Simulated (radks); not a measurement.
Numerical settings for the potassium ion K+, [Ar]. Calculated with a radial shooting solver on a logarithmic mesh with Libxc functionals: scalar-relativistic Kohn-Sham, BLYP, spin-unpolarised, spherical densities, point nucleus. The defaults (mesh step 0.008 in ln r, mesh end at 40 bohr or more with all orbitals vanishing there, Anderson mixing 0.5 over 9 steps, residual threshold near 1e-9 with the energy settled to 1e-9 hartree or 1e-11 of itself, here a cap of 97 iterations) give E = -602.1500 hartree and 3p at -24.741 eV in 14 iterations. Run on one thread of a shared host, so times are rough (Arm Neoverse N1): 0.08 s of CPU time, 0.08 s wall, 14 iterations on 2476 mesh points. Changes against that run (0 stands for a change within the tolerance of the run):

| setting | iterations | converged | E (mhartree) | e(3p) (meV) | CPU (s) |
|---|---|---|---|---|---|
| mesh step in ln r 0.012 | 14 | yes | 0 | 0 | 0.06 |
| mesh step in ln r 0.005 | 14 | yes | 0 | 0 | 0.13 |
| mesh step in ln r 0.003 | 14 | yes | 0 | 0 | 0.2 |
| mesh end (bohr) 5 | 14 | yes | +3.28 | +121 | 0.08 |
| mesh end (bohr) 8 | 14 | yes | +0.00203 | +0.169 | 0.08 |
| residual threshold 1e-16 | 97 | no | 0 | 0 | 0.32 |
| residual threshold 1e-05 | 9 | yes | 0 | +0.0582 | 0.06 |
| mixing 0.01 | 21 | yes | 0 | 0 | 0.12 |
| linear mixing, mixing 0.2 | 88 | yes | 0 | 0 | 0.38 |
| linear mixing, mixing 0.5 | 30 | yes | 0 | 0 | 0.14 |
| mixing history 2 | 20 | yes | 0 | 0 | 0.1 |
| iteration cap 3 | 3 | no | +2.38 | -1.02e+03 | 0.02 |

Settings that end as converged yet miss the energy by more than 1 mhartree: mesh end (bohr) 5 (+0.00328 hartree). A mesh that ends early acts as a hard wall.
